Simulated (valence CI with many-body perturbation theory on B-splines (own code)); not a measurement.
Ho XXVI: E2, M1 decay

Computed by configuration interaction combined with many-body perturbation theory (CI+MBPT): six valence electrons over a frozen Dirac-Fock core [Kr], radial functions for each j: 7 s, 7 p, 8 d, 6 f, 4 g, 1 h, with the one-electron correlation potential Σ1 (screened to all orders), the two-electron term Σ2, the three-electron term Σ3, Breit, model QED; selected single and double excitations, second order for the rest, scaled by the run's own slope (own B-spline code, finite nucleus).

No measured spectrum was set against this ion. As an estimate, terms of the open shell hold to 2 to 4 % of their energy, and close levels can change places. Core correlation moves these levels by up to 6600 cm⁻¹, and in measured spectra 5 to 20 % of such shifts remained as error; rates that hang on mixing are uncertain with them. Among the levels kept, up to 800 cm⁻¹ of a level comes from second order outside the variational space, and about a tenth of that is noise between levels of different J, which matters for small intervals. Only levels of the ground parity were solved; by the run's estimate the other parity begins above the list, which can be wrong where configurations are misplaced.

Lines 1 to 50 of 119 in falling wavelength, among levels below 375090 cm⁻¹, chosen from the decays that carry over 1 % of a level's rate. Wavelengths and rates use the calculated energies, so an error of 3000 cm⁻¹ moves a line at 563.4 nm by 17 % and its rate by three times that or more. Electric multipoles are in the length gauge, E1 and E2 with the static RPA response of the core. Weak lines are less certain than strong ones. Lines between different terms over intervals too small for the method are left out, as are lines whose strength nearly cancels. Where a level lies close to another of its J and parity, the split of strength between their lines is uncertain. The highest levels of a list are the least certain.

Levels are named by their leading jj configuration (3d3/2^4 stands for four electrons in 3d with j = 3/2), which in mixed levels can hold well under half, so a name can repeat and another be missing. Letters in brackets count levels of one name in rising energy.

```csv
λ vac (nm),Upper,Lower,Type,A (s⁻¹),Branch %
563.4,(4d3/2^4 4d5/2^2) J=2,(4d3/2^4 4d5/2^2) J=4,E2,1.90e-03,100.0
531.0,(4d3/2^3 4d5/2^3) J=5,(4d3/2^3 4d5/2^3) J=4 [a],M1,6.60e+01,4.5
529.8,(4d3/2^3 4d5/2^3) J=1 [a],(4d3/2^4 4d5/2^2) J=0,M1,1.45e+02,2.7
343.6,(4d3/2^3 4d5/2^3) J=4 [b],(4d3/2^3 4d5/2^3) J=3 [b],M1,9.82e+01,9.3
324.6,(4d3/2^2 4d5/2^4) J=5,(4d3/2^3 4d5/2^3) J=4 [b],M1,3.39e+02,4.3
307.1,(4d3/2^4 4d5/2^2) J=0,(4d3/2^4 4d5/2^2) J=2,E2,1.21e-01,100.0
305.7,(4d3/2^3 4d5/2^3) J=2,(4d3/2^3 4d5/2^3) J=1 [a],M1,2.06e+02,3.8
296.3,(4d3/2^2 4d5/2^4) J=4 [c],(4d3/2^2 4d5/2^4) J=4 [b],M1,1.48e+02,1.2
285.3,(4d3/2^3 4d5/2^3) J=3 [b],(4d3/2^3 4d5/2^3) J=4 [a],M1,2.49e+02,4.9
264.0,(4d3/2^2 4d5/2^4) J=2 [b],(4d3/2^3 4d5/2^3) J=3 [b],M1,2.99e+02,2.6
256.4,(4d3/2^2 4d5/2^4) J=3 [a],(4d3/2^2 4d5/2^4) J=2 [a],M1,2.55e+02,1.9
255.2,(4d3/2^3 4d5/2^3) J=3 [c],(4d3/2^3 4d5/2^3) J=3 [b],M1,7.63e+01,1.9
251.1,(4d3/2^2 4d5/2^4) J=4 [b],(4d3/2^2 4d5/2^4) J=4 [a],M1,1.89e+02,2.2
249.5,(4d3/2^3 4d5/2^3) J=3 [a],(4d3/2^4 4d5/2^2) J=2,M1,8.97e+02,16.1
237.7,(4d3/2^3 4d5/2^3) J=3 [c],(4d3/2^3 4d5/2^3) J=2,M1,2.60e+02,6.6
232.2,(4d3/2^2 4d5/2^4) J=3 [b],(4d3/2^3 4d5/2^3) J=4 [b],M1,8.10e+02,8.9
228.8,(4d3/2^2 4d5/2^4) J=2 [e],(4d3/2 4d5/2^5) J=1,M1,1.89e+02,1.2
226.9,(4d3/2^3 4d5/2^3) J=2,(4d3/2^3 4d5/2^3) J=3 [a],M1,6.41e+01,1.2
220.6,(4d3/2^3 4d5/2^3) J=4 [b],(4d3/2^3 4d5/2^3) J=5,M1,1.15e+02,10.9
217.1,(4d3/2^2 4d5/2^4) J=1,(4d3/2^2 4d5/2^4) J=2 [b],M1,5.30e+02,5.0
212.9,(4d3/2^3 4d5/2^3) J=3 [b],(4d3/2^3 4d5/2^3) J=3 [a],M1,4.17e+02,8.3
197.8,(4d3/2^2 4d5/2^4) J=4 [a],(4d3/2^3 4d5/2^3) J=3 [b],M1,2.53e+02,1.6
195.3,(4d3/2^2 4d5/2^4) J=4 [b],(4d3/2^3 4d5/2^3) J=3 [c],M1,3.08e+02,3.6
194.8,(4d3/2^2 4d5/2^4) J=3 [b],(4d3/2^2 4d5/2^4) J=2 [a],M1,2.24e+02,2.5
194.4,(4d3/2^3 4d5/2^3) J=1 [a],(4d3/2^4 4d5/2^2) J=2,M1,5.27e+03,97.3
187.1,(4d3/2^2 4d5/2^4) J=2 [e],(4d3/2^2 4d5/2^4) J=2 [d],M1,7.82e+02,4.8
177.1,(4d3/2^2 4d5/2^4) J=2 [a],(4d3/2^3 4d5/2^3) J=1 [a],M1,1.24e+03,14.2
175.8,(4d3/2^2 4d5/2^4) J=1,(4d3/2^3 4d5/2^3) J=1 [b],M1,1.90e+03,17.9
174.1,(4d3/2^2 4d5/2^4) J=2 [d],(4d3/2^2 4d5/2^4) J=3 [a],M1,5.51e+02,3.3
173.1,(4d3/2^2 4d5/2^4) J=1,(4d3/2^3 4d5/2^3) J=0,M1,2.01e+03,18.9
172.9,(4d3/2^3 4d5/2^3) J=3 [a],(4d3/2^4 4d5/2^2) J=4,M1,4.68e+03,83.9
167.1,(4d3/2^2 4d5/2^4) J=3 [a],(4d3/2^3 4d5/2^3) J=3 [b],M1,3.59e+02,2.6
162.0,(4d3/2^3 4d5/2^3) J=0,(4d3/2^3 4d5/2^3) J=1 [a],M1,2.55e+03,98.0
159.6,(4d3/2^3 4d5/2^3) J=1 [b],(4d3/2^3 4d5/2^3) J=1 [a],M1,7.88e+02,17.9
159.4,(4d3/2^2 4d5/2^4) J=3 [a],(4d3/2^3 4d5/2^3) J=2,M1,1.60e+03,11.8
158.5,(4d3/2^2 4d5/2^4) J=1,(4d3/2^2 4d5/2^4) J=2 [a],M1,4.58e+02,4.3
157.4,(4d3/2^2 4d5/2^4) J=2 [c],(4d3/2^3 4d5/2^3) J=1 [b],M1,2.32e+02,2.2
155.9,(4d3/2^3 4d5/2^3) J=4 [b],(4d3/2^3 4d5/2^3) J=4 [a],M1,7.25e+02,68.9
155.7,(4d3/2^2 4d5/2^4) J=4 [c],(4d3/2^2 4d5/2^4) J=5,M1,7.52e+02,5.9
149.7,(4d3/2^2 4d5/2^4) J=4 [a],(4d3/2^3 4d5/2^3) J=5,M1,2.50e+03,15.7
147.5,(4d3/2^2 4d5/2^4) J=2 [a],(4d3/2^3 4d5/2^3) J=3 [a],M1,7.02e+03,80.7
143.4,(4d3/2^2 4d5/2^4) J=2 [c],(4d3/2^2 4d5/2^4) J=2 [a],M1,1.15e+03,10.9
143.4,(4d3/2^3 4d5/2^3) J=4 [a],(4d3/2^4 4d5/2^2) J=4,M1,6.70e+03,99.9
138.6,(4d3/2^2 4d5/2^4) J=3 [b],(4d3/2^3 4d5/2^3) J=3 [b],M1,3.84e+03,42.1
136.1,(4d3/2^2 4d5/2^4) J=2 [b],(4d3/2^3 4d5/2^3) J=1 [a],M1,2.12e+03,18.5
135.9,(4d3/2^2 4d5/2^4) J=4 [c],(4d3/2^2 4d5/2^4) J=4 [a],M1,7.47e+02,5.8
134.0,(4d3/2^2 4d5/2^4) J=5,(4d3/2^3 4d5/2^3) J=6,M1,4.63e+03,59.2
133.2,(4d3/2^2 4d5/2^4) J=3 [b],(4d3/2^3 4d5/2^3) J=2,M1,2.26e+03,24.9
131.4,(4d3/2^2 4d5/2^4) J=5,(4d3/2^3 4d5/2^3) J=5,M1,2.43e+03,31.0
128.0,(4d3/2^2 4d5/2^4) J=2 [d],(4d3/2^3 4d5/2^3) J=3 [c],M1,3.90e+03,23.6
```
